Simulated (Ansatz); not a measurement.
BiB10⁻, relaxed as a singlet with RKS PBE-D4/def2-SVPD in Ansatz, starting from the GFN1-xTB geometry. Force threshold 0.02 eV/Å.

In the def2 sets Bi takes a core potential; there is no spin–orbit coupling. The structure comes from a short search, and lower isomers may exist.

Start:

```xyz
11

Bi    3.954    0.325    0.684
B     0.653   -1.198    1.359
B    -2.251    0.910   -1.466
B     1.632    0.452   -0.074
B    -0.166    0.027   -0.083
B     2.128   -0.666    1.187
B    -0.808   -1.169    0.982
B    -0.737    1.176   -1.380
B    -2.218   -0.972    0.456
B    -2.932   -0.097   -0.585
B     0.745    1.213   -1.080
```

**Question.** Estimate the energy that the relaxation releases and the steps that it takes.

**Answer.** 327.8 kJ/mol, in 31 steps; 2 min on 4 threads of Arm Neoverse V1 on a shared host. No frequencies were taken in this run, so the end may be a saddle point.

**Question.** Does the start keep its bonding?

**Answer.** Bonds lost: B4–B5, B5–B11 (atoms count from 1). Bonds formed: B2–B4, B2–B8, B2–B11, B3–B5, B5–B9, B5–B10, B6–B7 (atoms count from 1).

**Question.** Predict the relaxed structure.

**Answer.** 
Cartesian coordinates in Å:
```
Bi 3.666 -0.491 1.166
B 0.391 0.395 0.239
B -2.129 0.663 -1.232
B 2.045 0.573 -0.077
B -1.069 -0.197 -0.271
B 1.435 -0.724 0.994
B -0.239 -0.958 1.029
B -0.578 1.180 -1.247
B -1.819 -1.231 0.807
B -2.700 -0.520 -0.350
B 0.998 1.310 -1.058
```
Bond lengths: 19 × B–B 1.58 to 1.94 Å; 2 × B–Bi 2.25 to 2.30 Å.
